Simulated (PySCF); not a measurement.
**Excitation energy of Mg by level of theory**

Mg [Ne] 3s2 (1S) → Mg [Ne] 3s1 4s1 (3S), as a difference of total energies. Computed with PySCF 2.14 in x2c-TZVPPall with one added diffuse shell each of s, p, d type (6s5p4d, 41 functions), with the spin-free X2C one-electron Hamiltonian (Gaussian nucleus). Correlated levels: valence and next inner shell: 1s2 frozen. The calculations carry no spin-orbit coupling.

```csv
method,excitation energy (eV),error (eV)
UHF,4.226,-0.882
MP2 (valence and next inner shell),4.852,-0.256
SCS-MP2 (valence and next inner shell),4.985,-0.123
CCSD (valence and next inner shell),5.040,-0.068
CCSD(T) (valence and next inner shell),5.061,-0.047
```

Reference: 5.108 eV (measured; NIST levels).

Errors of the correlated levels include the incompleteness of this basis and the frozen core.
